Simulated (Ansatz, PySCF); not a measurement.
Input for PySCF:
```python
from pyscf import gto, scf, cc

mol = gto.Mole()
mol.atom = '''
    Si    0.197941    2.032596   -0.870970
    Si   -0.101204    0.036891    0.559683
    Si    2.047711   -0.954613   -0.073907
    Si   -2.161009   -1.118910    0.436377
    H     1.455592    2.698511   -0.558155
    H     0.144703    1.512389   -2.231995
    H    -0.974498    2.817727   -0.508898
    H     0.121769    0.520420    1.935602
    H     3.152074   -0.063334    0.263217
    H     1.952334   -1.205445   -1.508666
    H     2.055886   -2.183609    0.710762
    H    -2.100095   -2.294645    1.303517
    H    -3.243137   -0.221017    0.838840
    H    -2.332760   -1.524494   -0.960794
'''
mol.basis = 'sto-3g'
mol.charge = 1
mol.spin = 1
mol.verbose = 4
mol.build()

mf = scf.UHF(mol)
mf.kernel()

mycc = cc.CCSD(mf, frozen=20)
mycc.kernel()
et = mycc.ccsd_t()
print('E(CCSD(T)) = %.10f' % (mycc.e_tot + et))
```

Task: Give the equivalent Ansatz (a first-principles code) input.

Result: One answer among several that fit: 
Ansatz 0.2 input:
```yaml
crystal:
  periodic: [false, false, false]
  atoms:
    - {symbol: Si, position_ang: [0.19794098, 2.03259613, -0.87096972]}
    - {symbol: Si, position_ang: [-0.10120428, 0.03689135, 0.55968342]}
    - {symbol: Si, position_ang: [2.04771067, -0.95461304, -0.07390705]}
    - {symbol: Si, position_ang: [-2.16100942, -1.11891038, 0.43637692]}
    - {symbol: H, position_ang: [1.45559247, 2.69851147, -0.55815478]}
    - {symbol: H, position_ang: [0.14470328, 1.51238872, -2.23199509]}
    - {symbol: H, position_ang: [-0.97449804, 2.81772747, -0.50889842]}
    - {symbol: H, position_ang: [0.12176860, 0.52041957, 1.93560242]}
    - {symbol: H, position_ang: [3.15207394, -0.06333440, 0.26321671]}
    - {symbol: H, position_ang: [1.95233412, -1.20544493, -1.50866588]}
    - {symbol: H, position_ang: [2.05588625, -2.18360865, 0.71076230]}
    - {symbol: H, position_ang: [-2.10009483, -2.29464454, 1.30351681]}
    - {symbol: H, position_ang: [-3.24313740, -0.22101734, 0.83883959]}
    - {symbol: H, position_ang: [-2.33275983, -1.52449428, -0.96079360]}
basis:
  gaussian:
    orbitals: STO-3G
total_charge: 1
magnetization: {spin_polarized: true, initial_magnetization: 1}
correlation: {method: ccsd_t, electrons: outside_noble_gas}
accuracy: high
```

Both were run: PySCF gave -1148.255596 Eh and Ansatz -1148.255596 Eh, 0.000 mEh apart.
